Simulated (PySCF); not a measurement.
Z-matrix (Å, degrees):
```
Br
```
Charge 0, spin multiplicity 2.

### Question
What is the computed total energy, highest occupied spin orbital and dipole moment (PBE-D3(BJ)/def2-TZVP run with PySCF)?

### Answer

```
Quantity                              Result
-----------------------------  -------------
total energy                   -2573.7208 Ha
highest occupied spin orbital       -7.43 eV
dipole moment                         0.00 D
```
